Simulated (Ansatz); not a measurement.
Wavefunction ladder for `[NH]=[W](=[NH])([OH])[F]`

```xyz
8

N    -1.099   -0.029   -1.075
W     0.383   -0.064   -0.152
N     0.561    1.373    0.818
O     0.304   -1.537    1.036
F     1.823   -0.166   -1.348
H    -1.960    0.384   -1.396
H     0.332    2.273    1.209
H    -0.344   -2.234    0.909
```

Total charge 0; spin multiplicity 1. Correlated methods include outer-core shells of W, which these sets cover unevenly. W: def2 effective core potential. The structure was optimised at the PBE0-D4/def2-TZVP level. It is one conformer, not always the lowest. Frozen core, restricted reference, the Gaussian-basis code of Ansatz.

| basis | HF (Eh) | MP2 corr. | CCSD corr. | (T) | CCSD(T) total |
| --- | --- | --- | --- | --- | --- |
| def2-SVP | ? | -1.09863 | -1.05943 | -0.04696 | ? |
| def2-TZVPP | ? | -1.42408 | ? | -0.07275 | ? |
| def2-QZVPP | ? | -1.55599 | – | – | – |

Problem. Fill in the withheld values. (An estimate is asked.)

Solution. Ansatz gave: def2-SVP HF (Eh): -351.18313; def2-SVP CCSD(T) total: -352.28952; def2-TZVPP HF (Eh): -351.57812; def2-TZVPP CCSD corr.: -1.37097; def2-TZVPP CCSD(T) total: -353.02184; def2-QZVPP HF (Eh): -351.59245.
